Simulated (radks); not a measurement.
Values are calculated unless marked as measured or tabulated.
Question: Coulomb parameter of the 5d shell of the tantalum ion Ta2+ in the model configuration [Xe] 4f14 5d2 6s1, as a second difference U = [E(n + 0.5) + E(n - 0.5) - 2 E(n)] / (0.5)^2 with all orbitals relaxed. "Bare": the charge of the atom changes with n. "Screened": the 6s shell takes up the change at fixed total charge, which measures U(5d,5d) + U(6s,6s) - 2 U(5d,6s). Code: a radial shooting solver on a logarithmic mesh with Libxc functionals. Model: scalar-relativistic Kohn-Sham, PBE, spin-unpolarised, spherical densities, finite nucleus; Fermi nuclear charge, rms radius 5.3507 fm. Estimate both.

Answer: U(bare) = 10.525 eV, U(screened by 6s) = 0.805 eV, against the Slater integral F0(5d,5d) = 12.829 eV with frozen orbitals.
